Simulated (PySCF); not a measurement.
**Worked example: entropy of an ideal gas**

CrO₂Cl₂, SMILES [O]=[Cr](=[O])([Cl])[Cl], multiplicity 1.

Geometry optimised at r2SCAN-D4/def2-SVP. The spin state was assumed, not searched. The isomer is the one that the SMILES or the coordinates give; other isomers of the formula were not compared.

r2SCAN-D4/def2-SVP (PySCF) gives the harmonic wavenumbers 142, 226, 239, 278, 372, 483, 508, 1119, 1130 cm⁻¹ and the rotational temperatures 0.1538, 0.0907, 0.0748 K. The molar mass is 154.89 g/mol, the symmetry number 2, the spin multiplicity 1.

Problem. Work out the entropy at 298.15 K and 1 atm in the rigid-rotor, harmonic-oscillator model.

Solution. 
Translation (Sackur–Tetrode at 1 atm): S = R[1.5 ln M + 2.5 ln T − 1.16487] = 171.6 J/(mol K).
Rotation: q = (√π/σ) T^1.5/√(θA θB θC) = 141000, S = R[ln q + 3/2] = 111.1 J/(mol K).
Vibration: with u = 1.4388 ν/T, each mode gives R[u/(e^u − 1) − ln(1 − e^−u)]:
```tsv
ν (cm⁻¹)	modes	u	S (J/(mol K))
142	1	0.69	11.62
226	1	1.09	7.99
239	1	1.15	7.57
278	1	1.34	6.47
372	1	1.80	4.48
483	1	2.33	2.94
508	1	2.45	2.67
1119	1	5.40	0.24
1130	1	5.45	0.23
```
These are all the modes. Sum 44.2 J/(mol K).
Spin: R ln 1 = 0.0 J/(mol K).
Total 326.9 J/(mol K); the program's own thermochemistry gives 326.9. Translation makes up 53 % and vibration 14 %. Anharmonicity, hindered rotation and orbital degeneracy are left out.
